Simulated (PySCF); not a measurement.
# Electronic structure of Sc (scandium, neutral) at the UHF level

Configuration: [Ar] 3d1 4s2, 2D determinant. All numbers are calculated (PySCF 2.14, the spin-free X2C one-electron Hamiltonian (Gaussian nucleus), in jorge-DZP-DKH).

* Total energy: -763.263574 hartree
* One-electron energy: -1044.9160 hartree
* Hartree (Coulomb) energy: 319.9765 hartree
* Exchange energy: -38.3241 hartree
* ⟨S²⟩: 0.7592
* ⟨L²⟩: 6.039
* Sum of ⟨r⟩: 21.36 bohr
* Sum of ⟨r²⟩: 51.94 bohr²
* Traceless quadrupole moment −½Σ⟨3z² − r²⟩ along its main axis: 0.500 e·bohr²
* Langevin diamagnetic susceptibility: -41.1 ×10⁻⁶ cm³/mol
* Time after the integrals: 0.31 s of wall time on 1 thread of Neoverse-N1 (shared host)

| shell | electrons | mean orbital energy (hartree) | spread (hartree) | rms radius, mean of both spins (bohr) |
| --- | --- | --- | --- | --- |
| 1s β | 1 | -166.81868 | 0 | 0.0844 |
| 1s α | 1 | -166.81809 | 0 | 0.0844 |
| 2s α | 1 | -19.26083 | 0 | 0.370 |
| 2s β | 1 | -19.24868 | 0 | 0.370 |
| 2p α | 3 | -15.68777 | 0.00323 | 0.340 |
| 2p β | 3 | -15.67607 | 0.01743 | 0.340 |
| 3s α | 1 | -2.61475 | 0 | 1.15 |
| 3s β | 1 | -2.56087 | 0 | 1.15 |
| 3p α | 3 | -1.60712 | 0.03493 | 1.27 |
| 3p β | 3 | -1.53961 | 0.05291 | 1.27 |
| 3d α | 1 | -0.33752 | 0 | 1.91 |
| 4s α | 1 | -0.21597 | 0 | 4.18 |
| 4s β | 1 | -0.20401 | 0 | 4.18 |

Densities and radii are taken from the X2C orbitals without a picture-change correction, which distorts them close to the nucleus.
